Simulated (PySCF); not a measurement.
C4H3F2O2 (doublet state).
Numbering: `[O:1]=[C:2]1[CH2:3][C@@H:4]([F:5])[O:6][C:7]1[F:8]` (hydrogens: H9, H10 on C3; H11 on C4)

Cartesian coordinates in Å at the GFN2-xTB level; atoms count from 1:
```
atom  x, y, z in Å
O1     0.7623   -2.2458    0.5394
C2     0.5165   -1.0927    0.2333
C3    -0.8653   -0.4690   -0.0027
C4    -0.5575    1.0105   -0.2233
F5    -0.9330    1.7439    0.8673
O6     0.8383    1.1469   -0.3606
C7     1.4118   -0.0142   -0.0050
F8     2.7241   -0.0212    0.0129
H9    -1.3458   -0.9290   -0.8654
H10   -1.5069   -0.6071    0.8677
H11   -1.0392    1.4804   -1.0896
```

Computed, not measured: PySCF, UKS B3LYP, pcH-1 on C F H O, non-relativistic, mean-field spin-orbit, GIAO. Isolated species at its GFN2-xTB geometry, gas phase. The geometry wasn't refined by DFT: couplings that depend on bond lengths, twists or pyramidal angles can differ widely from those at the functional's own minimum. No stability test was run, so a lower SCF solution isn't excluded.

**Question.** Match the computed a_iso(17O) values -22.2, -18.2 MHz with the sites O1; O6.

**Answer.** 
```tsv
site	a_iso (MHz)	ρ(0) (bohr⁻³)	position	distance from C7 (Å)	spin population	largest |T| (MHz)
O1	-22.2	+0.0367	2 bonds from C7	2.39	+0.32	101.3
O6	-18.2	+0.0301	1 bond from C7	1.34	+0.11	55.3
```

**Question.** The isotropic 13C couplings are +55.6, -31.5, -7.6 MHz. Assign them to C2; C3; C7.

**Answer.** 
```tsv
site	a_iso (MHz)	ρ(0) (bohr⁻³)	position	distance from C7 (Å)	spin population	largest |T| (MHz)
C2	-31.5	-0.0280	1 bond from C7	1.42	-0.02	4.7
C3	-7.6	-0.0068	2 bonds from C7	2.32	-0.01	1.4
C7	+55.6	+0.0495	largest spin population	0.00	+0.54	109.8
```

**Question.** Match the computed a_iso(19F) values +98.5, +25.9 MHz with the sites F5; F8.

**Answer.** 
```tsv
site	a_iso (MHz)	ρ(0) (bohr⁻³)	position	distance from C7 (Å)	bound to	spin population there	largest |T| (MHz)
F5	+25.9	+0.0061	3 bonds from C7	3.06	C4	0.00	21.8
F8	+98.5	+0.0234	1 bond from C7	1.31	C7	+0.54	320.7
```

ρ(0) is the spin density at the nucleus and T the dipolar tensor. Largest spin populations (Mulliken): C7 (+0.54), O1 (+0.32) and O6 (+0.11). The angles at C7 add up to 359.9°, so it is planar.

The SMILES `O=C1C[C@@H](F)O[C]1F` draws the unpaired electron on C7, whose computed spin population is only +0.54.

The run took 45 s of wall time (with the writing of density and orbital grids) on Arm Neoverse V1, one thread, no GPU, shared host with 32 logical CPUs at a one-minute load of 24, and the process peaked at 0.91 GiB of memory.
